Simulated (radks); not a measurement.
The nuclear charge of the caesium ion Cs2+ is varied continuously with 53 electrons held in [Kr] 4d10 5s2 5p5. Calculated with a radial shooting solver on a logarithmic mesh with Libxc functionals: scalar-relativistic Kohn-Sham, LDA (Slater exchange, Perdew-Wang correlation), spin-unpolarised, spherical densities, finite nucleus; Fermi nuclear charge, rms radius 4.8041 fm. By the Hellmann-Feynman theorem dE/dZ = E(electron-nucleus)/Z, the electronic potential at the nucleus (averaged over a nucleus of fixed radius). The scalar-relativistic energy here is not variational (the density holds large components alone), so the two differ by a part that grows with Z.

Z      E (hartree)  E(electron-nucleus)/Z (hartree)  HOMO  e(HOMO) (eV)  <r> HOMO (bohr)
54     -7440.63081                         -333.245    5p       -17.180            2.184
54.25   -7524.5423                         -335.380    5p       -19.963            2.129
54.5    -7608.9935                         -337.516    5p       -22.856            2.077
54.75   -7693.9847                         -339.654    5p       -25.855            2.029
55      -7779.5164                         -341.794    5p       -28.957            1.984
55.25   -7865.5892                         -343.935    5p       -32.159            1.942
55.5    -7952.2035                         -346.078    5p       -35.460            1.902
55.75   -8039.3599                         -348.224    5p       -38.856            1.865
56      -8127.0590                         -350.371    5p       -42.348            1.830

The central difference of E at Z = 55 is -343.209 hartree, to compare with the third column; the second derivative is -8.66 hartree.
